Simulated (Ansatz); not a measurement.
`N[SiH2][SiH](F)Br`, relaxed with RKS PBE0-D4/def2-TZVP in Ansatz from a PBE-D4/def2-SVP geometry. The force threshold is 0.005 eV/Å; the program also tests the step.

Charge 0, multiplicity 1.

Start:

```xyz
10

N     0.182    0.498    1.650
Si    0.648   -0.642    0.420
Si   -0.369    0.182   -1.534
F     0.348    1.562   -2.052
Br   -2.485    0.679   -0.927
H     0.606    0.441    2.579
H    -0.806    0.755    1.715
H     2.149   -0.657    0.316
H     0.191   -2.083    0.554
H    -0.463   -0.736   -2.721
```

```tsv
step	energy (eV)	largest force (eV/Å)	largest move (Å)
1	-90077.1517	1.104	0.000
2	-90077.2008	0.792	0.053
3	-90077.2147	0.290	0.049
4	-90077.2188	0.161	0.017
5	-90077.2202	0.049	0.010
6	-90077.2206	0.044	0.005
7	-90077.2211	0.054	0.013
8	-90077.2213	0.028	0.009
9	-90077.2214	0.004	0.012
10 (rejected)	-90077.2214	0.012	0.008
11	-90077.2214	0.004	0.004
```

End:

```xyz
10

N     0.163    0.440    1.681
Si    0.632   -0.619    0.418
Si   -0.373    0.189   -1.537
F     0.341    1.511   -2.081
Br   -2.466    0.732   -0.995
H     0.645    0.441    2.565
H    -0.801    0.714    1.780
H     2.114   -0.605    0.308
H     0.206   -2.048    0.537
H    -0.462   -0.755   -2.677
```

Run time 44 s (4 threads of an AMD EPYC 7B13 on a shared host); peak host memory 0.74 GiB.
